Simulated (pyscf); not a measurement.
Thermochemistry of product channels of C₄H₄ (SMILES C12C3C1C23) on the singlet surface, in kcal/mol, from CCSD(T)/def2-TZVPP + ΔMP2(QZVPP) energies (ideal gas, 1 atm, RRHO with modes under 100 cm⁻¹ raised to 100, one conformer, R ln 2 for rigid chiral ones). Single points on ωB97X-D3(BJ)/def2-SVP structures (PySCF, gas phase). MP2 and CC: frozen core, UHF for open shells. ΔMP2 is the change of the MP2 total energy from the triple- to the quadruple-zeta basis.

```
products                               ΔE  ΔH(298 K)  ΔG(600 K)  ΔG(1200 K)
----------------------------------  -----  ---------  ---------  ----------
C₄H₄ (SMILES [C]1C2CC12) [singlet]   -9.5       -8.7      -11.4       -13.4
C₄H₄ (SMILES [CH]C1C=C1) [singlet]  +30.8      +29.7      +24.4       +18.7
C₄H₄ (SMILES C1=CC=C1)              -27.5      -26.9      -28.6       -29.9
```

These are energies of the channels, which say nothing of barriers. cyclic C₄H₄ (SMILES C12C3C1C23) lies 56.9 kcal/mol over its isomer HC≡C–CH=CH₂, and others may lie lower still (electronic energy, ωB97M-D3(BJ)). cyclic C₄H₄ (SMILES [C]1C2CC12) [singlet] lies 47.9 kcal/mol over its isomer HC≡C–CH=CH₂, and others may lie lower still (electronic energy, ωB97M-D3(BJ)). A restricted singlet here is unstable towards spin polarisation, as is usual where a triplet lies low; its energy is less safe. The CCSD(T) − MP2 part came from Ansatz, without density fitting, on the same reference.
